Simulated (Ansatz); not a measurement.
`C[NH][SnH2][CH]=O`, charge 0, multiplicity 1.

Q: Give a relaxed structure at PBE0-D4/def2-TZVP (Ansatz 0.2.0). (An estimate is asked.)

A: Ansatz gave: 
Z-matrix (Å, degrees):
```
C
N 1 1.454
H 1 1.098 2 114.8
H 1 1.095 2 110.0 3 121.9
H 1 1.094 2 109.6 3 -121.2
Sn 2 2.020 1 118.1 3 68.7
H 2 1.011 1 110.9 3 -62.8
C 6 2.222 2 108.9 1 -59.8
H 6 1.708 2 108.0 1 -179.9
H 6 1.710 2 107.1 1 59.0
O 8 1.199 6 120.0 2 -10.8
H 8 1.118 6 120.4 2 168.7
```
This is one stationary point; other conformers may exist.
